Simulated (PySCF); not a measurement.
Excited states of I⁷⁺ (iodine, charge +7)

Ground state [Kr] 4d10, ¹S. Calculation: PySCF 2.14, in aug-cc-pVQZ-PP with ECP28MDF (7s7p5d3f2g, 92 functions); a scalar-relativistic core potential. Vertical excitation energies in eV without spin-orbit coupling; excited terms of each kind are numbered among those the solver found. Frozen: 4s2 4p6.

```csv
term,leading excitation,EOM-EE-CCSD
1 3D,4d → s,47.789
1 1D,4d → s,48.692
1 3P°,4d → p,62.108
1 3F°,4d → p,62.848
1 1F°,4d → p,63.417
1 1D°,4d → p,64.186
1 1P°,4d → p,64.190
1 3D°,4d → p,64.210
1 3S,4d → d,83.388
1 3G,4d → d,84.652
1 1G,4d → d,84.931
```

The spin-orbit splitting of the hole, absent here, rivals or exceeds the spacing of these terms, so the LS terms are model states.

The solver can miss terms.
